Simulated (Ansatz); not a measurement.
System: SiCl2, charge 0, multiplicity 1. 
Geometry from a B3LYP-D3(BJ)/def2-TZVP (Ansatz, an electronic-structure program) optimisation:
```xyz
3

Si    -0.0165     0.0173     0.9364
Cl     1.0611     1.2272    -0.3899
Cl    -1.0475    -1.2415    -0.3813
```

Basis-set convergence of Hartree-Fock and CCSD correlation energies (hartree) with Ansatz. Correlated levels leave the core frozen unless marked. No spin-orbit coupling. Non-relativistic.

The Hartree-Fock reference is unstable (checked in the largest basis), which strains HF and MP2. 

```tsv
basis	functions	E(HF)	E(corr, CCSD)
cc-pV(D+d)Z	69	-1208.01391	-0.38734
cc-pV(T+d)Z	117	-1208.05841	-0.51183
cc-pV(Q+d)Z	192	-1208.06805	-0.55489
```

Extrapolating the two largest sets (X = 3 and 4) as X^-3: E(corr) = (64·(-0.55489) - 27·(-0.51183))/37 = -0.5863 Eh, an estimate of the basis-set limit. The largest set recovers 94.6 % of it, the smallest 66.1 %.
